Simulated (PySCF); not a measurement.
# Exercise with solution: chemical shift, span and skew from a shielding tensor

Al(H)(OEt)(NH2) (C2H8AlNO), SMILES CC[O][AlH][NH2]. Atoms are numbered in the order given.

```xyz
13

Al    -0.4286     0.6624     1.0906
H     -1.3223     0.7267     2.3860
O      0.0289    -0.8692     0.5097
C      0.6869    -1.4260    -0.5812
C     -0.0566    -1.1951    -1.8838
H      1.7164    -1.0236    -0.6706
H      0.7974    -2.5128    -0.4109
H     -0.1461    -0.1180    -2.1013
H      0.4631    -1.6707    -2.7302
H     -1.0733    -1.6135    -1.8245
N      0.0861     2.1437     0.2669
H     -0.1561     3.0793     0.5738
H      0.6772     2.1952    -0.5550
```
Charge 0, spin multiplicity 1.

The structure is a stationary point at PBE0-D3(BJ)/def2-SVP. The structure was generated by enumeration; whether it is a known compound was not checked. One conformer was computed; it need not be the lowest.

GIAO shieldings from PBE0/pcSseg-1 (PySCF), non-relativistic, no solvent. The symmetric part of the tensor of C4 has the principal values 94.3, 107.6, 165.9 ppm. The same nucleus in TMS has σ = 186.3 ppm at this level (PySCF, at its B3LYP-D3(BJ)/def2-TZVP geometry).

### Question
Work out the isotropic shielding, the ¹³C shift against TMS, the span and the skew.

### Answer

σ(iso) = (σ11 + σ22 + σ33)/3 = 122.6 ppm. δ = σ(ref) − σ(iso) = 186.3 − (122.6) = 63.7 ppm.
Span Ω = σ33 − σ11 = 71.6 ppm. Skew κ = 3(σ(iso) − σ22)/Ω = 0.63. Tumbling in solution averages the tensor to δ; in a static solid the shielding alone would spread this spin-1/2 line over Ω.
